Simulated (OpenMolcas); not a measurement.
# Mo3+: ligand-field states by method

Mo3+ with its 6 nearest fluoride ions at 1.978 Å, on the Ga site of K2NaGaF6 (a = 8.246 Å, distance in the model lattice 1.938 Å). The rest of the host is ab initio model potentials to 7.6 Å, with orthogonalisation functions on the cations behind the ligands, and point charges beyond; the distance is set by hand and nothing relaxes. Ligand basis ANO-RCC-VDZP.
```
Mo    0.0000    0.0000    0.0000
F     1.9780    0.0000    0.0000
F     0.0000    1.9780    0.0000
F    -1.9780    0.0000    0.0000
F     0.0000   -1.9780    0.0000
F     0.0000    0.0000    1.9780
F     0.0000    0.0000   -1.9780
```

| Quantity | Value |
| --- | --- |
| Program | OpenMolcas 26.06 |
| Basis | ANO-RCC-VDZP [6s5p3d1f] |
| Scalar Hamiltonian | DKH2, point nucleus |
| Active space | 3 electrons in 5 orbitals (4d) |
| State averaging | 2S+1 = 4 even, 10 roots; 2S+1 = 2 even, 40 roots |
| Spin-orbit coupling | state interaction with AMFI integrals over the reference wave functions |

I. CASSCF
II. SS-CASPT2, IPEA 0.25 Eh, imaginary shift 0.1 Eh (closed shells correlated: 4s 4p and the ligand valence shells)

Spin-free states (labels of O, the rotations of Oh) in cm-1, each column counted from its own energy of the first state listed:

| State | Degeneracy | I | II |
| --- | --- | --- | --- |
| 4A2 | 1 | 0 | 0 |
| 2E | 2 | 14451 | 11650 |
| 2T1 | 3 | 14869 | 11860 |
| 2T2 | 3 | 22738 | 18670 |
| 4T2 | 3 | 30959 | 31770 |
| 4T1 | 3 | 39001 | 38090 |
| 2A1 | 1 | 42371 | 40120 |
| 2T2 | 3 | 44735 | 42550 |
| 2T1 | 3 | 45146 | 42830 |
| 2E | 2 | 46689 | 43730 |
| 2T1 | 3 | 50488 | 47130 |
| 2T2 | 3 | 54977 | 50360 |
| 2A2 | 1 | 56787 | 51340 |
| 4T1 | 3 | 64767 | 65490 |
| 2E | 2 | 67024 | 60460 |
| 2T1 | 3 | 75404 | 74370 |
| 2T2 | 3 | 77001 | 76130 |
| 2T1 | 3 | 82193 | 79310 |
| 2T2 | 3 | 96828 | 91310 |
| 2E | 2 | 111174 | 111110 |

From I to II, I's first state of the same spin (4T2) moves from 30959 to 31770 cm-1, by about +810 cm-1.

From I to II, I's first state of another spin (2E) moves from 14451 to 11650 cm-1, by about -2800 cm-1.

I: A least-squares ligand-field fit to the states below 45000 cm-1, each weighted by its degeneracy and with a free common offset, gives 10Dq = 30707 cm-1, B = 742 cm-1 and C = 2818 cm-1 (C/B = 3.80), with an rms deviation of 89 cm-1. The same method and metal basis give the free ion B = 802 cm-1 (fit to its terms below 60000 cm-1, rms deviation 39 cm-1), so the nephelauxetic ratio is β = 742 / 802 = 0.93; it hangs on how both fits weigh the states, and computed free-ion B values tend to be too large, so β mixes covalency with correlation.

II: A least-squares ligand-field fit to the states below 45000 cm-1, each weighted by its degeneracy and with a free common offset, gives 10Dq = 31205 cm-1, B = 589 cm-1 and C = 2203 cm-1 (C/B = 3.74), with an rms deviation of 185 cm-1. The same method and metal basis give the free ion B = 685 cm-1 (fit to its terms below 60000 cm-1, rms deviation 401 cm-1), so the nephelauxetic ratio is β = 589 / 685 = 0.86; it hangs on how both fits weigh the states, and computed free-ion B values tend to be too large, so β mixes covalency with correlation.

From I to II, 10Dq changes by +2 %, B by -21 % and C by -22 %.

χT at 300 K: I 1.79, II 1.79 cm3 K/mol.

Roots that are degenerate in the reference are averaged as groups; the widest CASPT2 spread within a group is 440 cm-1 (the 3-fold group of multiplicity 2 near 91300 cm-1 above the lowest state of its run, II). Shifts and gaps below about the spread of the groups concerned are not significant. Over all roots computed the reference weight is 0.73 in II; a low but even weight reflects the number of correlated electrons. The least metal-like active orbital is 82 % on the metal (Löwdin) and no ligand orbital is active, so the numbers are rough. Ligand-to-metal charge-transfer states are missing. With no ligand orbital active B as a rule stays too high, so bands that hang on it stand too high and its fall with covalency is understated. Without dynamic correlation the repulsion within the d shell is too large (B by tens of per cent), so at a given field states of lower spin stand too high (holds for I). With metal d orbitals alone the field can be off either way by tens of per cent (holds for I). With one d shell and no ligand orbital active, 10Dq can be off by a tenth or more (holds for II). No measured value stands beside these numbers; the geometry was set by hand and not optimised.
